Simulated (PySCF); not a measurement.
C₈H₁₂BN.
Bonds: C1–N2, N2–C3, N2–B4, B4–C5, C5–C6 (aromatic), C6–C7 (aromatic), C7–C8 (aromatic), C8–C9 (aromatic), C9–C10 (aromatic), C5–C10 (aromatic). Hydrogens: H11, H12, H13 on C1; H14, H15, H16 on C3; H17 on B4; H18 on C6; H19 on C7; H20 on C8; H21 on C9; H22 on C10.

Probes without a nucleus sit at each ring's centroid and 1 Å off its mean plane on both sides; NICS is minus the shielding there, NICSzz its component along the normal. Level: GIAO HF/pcSseg-1 (PySCF, non-relativistic, gas phase) on the PBE0-D3(BJ)/def2-SVP geometry, one conformer.

Ring bond lengths (Å): C5–C6 1.406, C6–C7 1.393, C7–C8 1.395, C8–C9 1.394, C9–C10 1.394, C10–C5 1.406.

What do the NICS probes read (ppm)?

```json
{"ring": "C5–C6–C7–C8–C9–C10", "type": "6-membered carbocycle; formal bonds all aromatic", "NICS(0)": "-9.5", "NICS(1), two faces": "-12.4 / -12.2", "NICS(1)zz, two faces": "-31.7 / -30.5", "rms pucker (Å)": "0.01", "centre to ring atoms, mean (Å)": "1.40"}
```

What can be read from them?

- C5–C6–C7–C8–C9–C10: mean NICS(1)zz -31.1 ppm, shielded. The ring is flat and has no four-coordinate atom; by the NICS criterion it is aromatic.

And the bond-length index? Use HOMA with the parameters of Krygowski (1993).

- C5–C6–C7–C8–C9–C10: HOMA 0.97 = 1 − EN − GEO, with mean bond length 1.398 Å, EN = α(Ropt − mean)² = 0.025 and GEO = α × variance = 0.008. The geometric and the magnetic index point the same way.

At the second NICS(1) probe listed for ring C5–C6–C7–C8–C9–C10, 1 Å off the ring, how large is the induced field along the normal in 1 T applied along it?

NICSzz × B0 = -30.5 ppm × 1 T = -30 μT, against the applied field.

List the ring angles.

- C5–C6–C7–C8–C9–C10: C5 117.3°, C6 121.6°, C7 119.9°, C8 119.7°, C9 120.1°, C10 121.4°; sum 720.0° against 720° for a flat convex ring.

How do the values depend on the level or the medium?

```json
{"level": "HF/pcSseg-1, gas", "NICS(0), C5–C6–C7–C8–C9–C10": "-9.5", "mean NICS(1)zz, C5–C6–C7–C8–C9–C10": "-31.1"}
{"level": "PBE0/pcSseg-1, gas", "NICS(0), C5–C6–C7–C8–C9–C10": "-8.0", "mean NICS(1)zz, C5–C6–C7–C8–C9–C10": "-28.5"}
{"level": "PBE0/pcSseg-1, IEF-PCM cyclohexane", "NICS(0), C5–C6–C7–C8–C9–C10": "-7.9", "mean NICS(1)zz, C5–C6–C7–C8–C9–C10": "-28.5"}
{"level": "PBE0/pcSseg-1, IEF-PCM dichloromethane", "NICS(0), C5–C6–C7–C8–C9–C10": "-7.8", "mean NICS(1)zz, C5–C6–C7–C8–C9–C10": "-28.5"}
```

The geometry is the same throughout; the continuum's cavity takes Bondi-type radii × 1.2.

Shape of the structure used: `[CH3:1][N:2]([CH3:3])[BH:4][c:5]1[cH:6][cH:7][cH:8][cH:9][cH:10]1`: C1–N2–B4–C5 177°, N2–B4–C5–C6 138°.
